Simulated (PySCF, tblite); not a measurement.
Isomers of C5H8F2O2Si, one GFN2-xTB conformer each. Single-point energies are computed at PBE0/pcSseg-1 (PySCF, gas phase, no added dispersion term), electronic only.

Question: Rank them by PBE0/pcSseg-1 energy, lowest first (kcal/mol).
A. `[O:1]=[CH:2][O:3][C@@H:4]1[SiH2:5][C@@H:6]1[CH2:7][CH:8]([F:9])[F:10]` with O1–C2–O3–C4 2°, C2–O3–C4–Si5 5°, Si5–C6–C7–C8 90°, C6–C7–C8–F9 -59°
B. `[O:1]=[C:2]1[CH2:3][CH2:4][C@@H:5]1[O:6][SiH2:7][CH:8]([F:9])[F:10]` with C4–C5–O6–Si7 -170°, C5–O6–Si7–C8 -71°, O6–Si7–C8–F9 56°, O1–C2–C3–C4 -159°, C2–C3–C4–C5 -12°, C3–C4–C5–O6 131°, O1–C2–C5–C4 160°
C. `[O:1]=[CH:2][O:3][C@@H:4]1[C@@H:5]([F:6])[CH2:7][SiH2:8][C@@H:9]1[F:10]` with O1–C2–O3–C4 2°, C2–O3–C4–C5 -91°, O3–C4–C5–F6 180°, C4–C5–C7–Si8 -31°, C5–C7–Si8–C9 3°, C7–Si8–C9–F10 145°
D. `[CH3:1][C:2](=[O:3])/[CH:4]=[C:5](\[O:6][SiH3:7])[CH:8]([F:9])[F:10]` with C1–C2–C4–C5 180°, C4–C5–O6–Si7 9°, C4–C5–C8–F9 -71°

Answer: D (0.0), C (4.5), B (12.1), A (30.5).

As drawn, the lowest has an Si–O bond and a C=C bond outside aromatic rings, which the highest lacks; the highest has a three-membered ring, a C(=O)–O unit and an Si–C bond, which the lowest lacks. GFN2-xTB itself gives, in the same order: 0.0, 24.0, 11.5, 48.8. Both levels put the same isomer lowest; measured from each level's own lowest isomer, the values differ by up to 19.5 kcal/mol (O=CO[C@@H]1[C@@H](F)C[SiH2][C@@H]1F: 24.0 against 4.5).

Q: Which frontier levels, dipoles and rotational constants go with these structures?

A: 
| SMILES | HOMO (eV, PBE0/pcSseg-1) | LUMO (eV) | dipole (D) | A, B, C (MHz) |
| --- | --- | --- | --- | --- |
| CC(=O)/C=C(\O[SiH3])C(F)F | -7.62 | -2.05 | 1.47 | 1383, 831.7, 574.9 |
| O=CO[C@@H]1[C@@H](F)C[SiH2][C@@H]1F | -8.31 | -0.15 | 2.71 | 1443, 970.2, 779.2 |
| O=C1CC[C@@H]1O[SiH2]C(F)F | -7.27 | -1.11 | 3.62 | 2329, 567.7, 561.2 |
| O=CO[C@@H]1[SiH2][C@@H]1CC(F)F | -6.94 | -0.31 | 2.60 | 1926, 714.2, 684.1 |

Q: What happens when harmonic zero-point energies from GFN2-xTB frequencies are added?

A: 
| SMILES | ZPE (kcal/mol) | electronic (kcal/mol) | with ZPE (kcal/mol) |
| --- | --- | --- | --- |
| CC(=O)/C=C(\O[SiH3])C(F)F | 74.7 | 0.0 | 0.0 |
| O=CO[C@@H]1[C@@H](F)C[SiH2][C@@H]1F | 77.3 | 4.5 | 7.2 |
| O=C1CC[C@@H]1O[SiH2]C(F)F | 76.8 | 12.1 | 14.2 |
| O=CO[C@@H]1[SiH2][C@@H]1CC(F)F | 77.0 | 30.5 | 32.8 |

The zero-point energies span 2.6 kcal/mol. The order is unchanged.
